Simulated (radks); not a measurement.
Au XLV, configuration [Ar] 3d10 4s2 4p5 (the NIST ground configuration). Method: scalar-relativistic Kohn-Sham, PBE, spin-unpolarised, spherical densities, point nucleus; computed with a radial shooting solver on a logarithmic mesh with Libxc functionals.

Unscreened Slater integrals over Kohn-Sham orbitals (hartree).

\begin{tabular}{lr}
integral & value \\ \hline
F0(4p,4p) & 2.3824 \\
F2(4p,4p) & 1.2388 \\
F0(4p,4s) & 2.4169 \\
G1(4p,4s) & 1.6292 \\
F0(4p,3d) & 3.0164 \\
F2(4p,3d) & 0.87520 \\
G1(4p,3d) & 0.28317 \\
G3(4p,3d) & 0.28735 \\
F0(4p,3p) & 2.9645 \\
F2(4p,3p) & 0.93579 \\
G0(4p,3p) & 0.25403 \\
G2(4p,3p) & 0.30545 \\
F0(4s,4s) & 2.4548 \\
F0(4s,3d) & 3.0766 \\
G2(4s,3d) & 0.29384 \\
F0(4s,3p) & 3.0230 \\
G1(4s,3p) & 0.30730 \\
F0(3d,3d) & 5.5185 \\
F2(3d,3d) & 2.8250 \\
F4(3d,3d) & 1.8207 \\
F0(3d,3p) & 5.1558 \\
F2(3d,3p) & 2.4810 \\
G1(3d,3p) & 2.7030 \\
G3(3d,3p) & 1.7897 \\
F0(3p,3p) & 4.9446 \\
F2(3p,3p) & 2.4753 \\
\end{tabular}

Derived for the open shells (J is the average intra-shell exchange parameter used in DFT+U). 4p: J = F2/5 = 0.2478 hartree.
